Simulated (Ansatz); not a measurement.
CH2BFO, SMILES `FC1BO1`, relaxed with RKS PBE-D4/def2-SVP in the Gaussian-basis code of Ansatz from a rough embedded geometry. The force threshold is 0.03 eV/Å; the program also tests the step.

The species carries charge 0 and has multiplicity 1.

Start:

```xyz
6

F     0.284    1.547    0.662
C    -0.091    0.288    0.511
B     0.269   -0.324   -0.870
O    -1.132    0.080   -0.430
H    -0.247   -0.353    1.420
H     0.916   -1.238   -1.293
```

(1) By how much does the energy fall, and how many steps does the optimiser take? (Estimate.)

(2) Which bonds change most? (Estimate.)

(3) Give the relaxed structure. (An estimate is asked.)

## Answers

(1) The calculation gave: 103.91 kJ/mol, in 6 steps.

(2) Computed: B3–O4 from 1.523 to 1.349 Å; C2–O4 from 1.418 to 1.485 Å; F1–C2 from 1.322 to 1.358 Å; C2–B3 from 1.553 to 1.524 Å.

(3) Ansatz gave: 
```xyz
6

F     0.269    1.570    0.684
C    -0.029    0.249    0.576
B     0.263   -0.515   -0.710
O    -0.984   -0.036   -0.524
H    -0.372   -0.157    1.545
H     0.854   -1.111   -1.571
```
